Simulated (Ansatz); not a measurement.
Reactions of `CC[Si]OC`.

Program: Ansatz. Geometries: PBE0-D4/def2-TZVP. ΔE: electronic, gas phase. CCSD(T)/CBS adds triple-zeta CCSD(T) − MP2 to the extrapolated MP2 energy (def2 sets, frozen cores). This one scheme is used for every species. DFT in def2-TZVPP. For Br, Ge outer-core shells are correlated without core-valence functions, which leaves a few kJ/mol of doubt a bond. Scalar relativity is left out up to krypton. One conformer a species, not always the lowest.

```json
{"reaction": "`CC[Si]OC` + H₂ → `CO[SiH]` + `CC`", "CCSD(T)/CBS(def2) (eV)": "?"}
{"reaction": "`CC[Si]OC` + `C[SiH2]O` → `CCC[SiH2]O` + `CO[SiH]`", "CCSD(T)/CBS(def2) (eV)": "0.44"}
{"reaction": "`CC[Si]OC` + HBr → `CO[Si]Br` + `CC`", "CCSD(T)/CBS(def2) (eV)": "-1.77"}
{"reaction": "`CC[Si]OC` + `CC` → `CC[Si]CC` + CH₃OH", "CCSD(T)/CBS(def2) (eV)": "1.58"}
{"reaction": "`CC[Si]OC` + H₂ → `CC[SiH]` + CH₃OH", "CCSD(T)/CBS(def2) (eV)": "1.29"}
{"reaction": "`CC[Si]OC` + `NB(S)Cl` → `CO[Si]N` + `CCB(S)Cl`", "CCSD(T)/CBS(def2) (eV)": "?"}
{"reaction": "`CC[Si]OC` + `C=N` → `C=NCC` + `CO[SiH]`", "CCSD(T)/CBS(def2) (eV)": "?"}
{"reaction": "`CC[Si]OC` + `[CH3][GeH2][SH]` → `CC[Si]C` + `C[O][GeH2][SH]`", "CCSD(T)/CBS(def2) (eV)": "1.02"}
{"reaction": "`CC[Si]OC` + H₂O → `CC[Si]O` + CH₃OH", "CCSD(T)/CBS(def2) (eV)": "0.02"}
{"reaction": "`CC[Si]OC` + HCl → `CC[Si]Cl` + CH₃OH", "CCSD(T)/CBS(def2) (eV)": "-0.01"}
```

Fill in the missing values. (An estimate is asked.)

Ansatz gave: `CC[Si]OC` + H₂ → `CO[SiH]` + `CC`: -0.31 eV; `CC[Si]OC` + `NB(S)Cl` → `CO[Si]N` + `CCB(S)Cl`: -0.29 eV; `CC[Si]OC` + `C=N` → `C=NCC` + `CO[SiH]`: +0.39 eV.

Largest T1 diagnostic: 0.015, for `CO[SiH]`.
